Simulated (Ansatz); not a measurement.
CH$_{4}$ClInO$_{2}$, SMILES `O[CH2][In]([OH])[Cl]`, charge 0, multiplicity 1.

Task: Give a relaxed structure at PBE0-D4/def2-TZVP (Ansatz). (Best estimate.)

Result: Ansatz gave: 
Z-matrix (Å, degrees):
```
C
In 1 2.168
O 1 1.397 2 109.1
H 1 1.089 2 109.9 3 -118.4
H 1 1.096 2 107.8 3 123.4
Cl 2 2.377 1 105.0 3 -32.2
O 2 1.967 1 143.9 3 146.8
H 3 0.964 1 109.7 2 51.9
H 7 0.962 2 111.1 1 -178.6
```
This is one stationary point; other conformers may exist.
